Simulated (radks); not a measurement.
Effect of the nuclear size on the thulium ion Tm3+, [Xe] 4f12. All-electron calculation, Dirac Kohn-Sham, PBE, spin-unpolarised, spherical densities, finite nucleus; open shells fill j = l - 1/2 first; Fermi nuclear charge, rms radius 5.2256 fm. Program: a radial shooting solver on a logarithmic mesh with Libxc functionals. The rms radius is varied about that value; shifts are against it.

| rms radius (fm) | total energy shift (eV) | density at nucleus (e/bohr^3) | 1s1/2 shift (meV) | 2s1/2 shift (meV) | 4p1/2 shift (meV) | 5s1/2 shift (meV) | 5p1/2 shift (meV) | 4f7/2 shift (meV) | 6s1/2 (empty) shift (meV) |
|---|---|---|---|---|---|---|---|---|---|
| 4.3895 | -10.4 | 1e+06 | -4250 | -573 | 0.113 | -4.85 | 0.133 | 0.586 | -0.818 |
| 4.7919 | -5.55 | 9.745e+05 | -2270 | -306 | 0.060 | -2.59 | 0.071 | 0.313 | -0.437 |
| 5.2256 | 0 | 9.497e+05 | 0.000 | 0.000 | 0.000 | 0.000 | 0.000 | 0.000 | 0.000 |
| 5.7168 | 6.69 | 9.245e+05 | 2740 | 369 | -0.070 | 3.12 | -0.085 | -0.377 | 0.526 |
| 6.0042 | 10.8 | 9.111e+05 | 4420 | 595 | -0.113 | 5.03 | -0.137 | -0.609 | 0.849 |

Slopes of the eigenvalues against <r^2> in GHz/fm^2, as finite differences over the two radii next to the reference (eigenvalue slopes, not the field-shift constants of lines): 1s1/2 125000, 2s1/2 16800, 4p1/2 -3.23, 5s1/2 142, 5p1/2 -3.88, 4f7/2 -17.2, 6s1/2 (empty) 24.0.
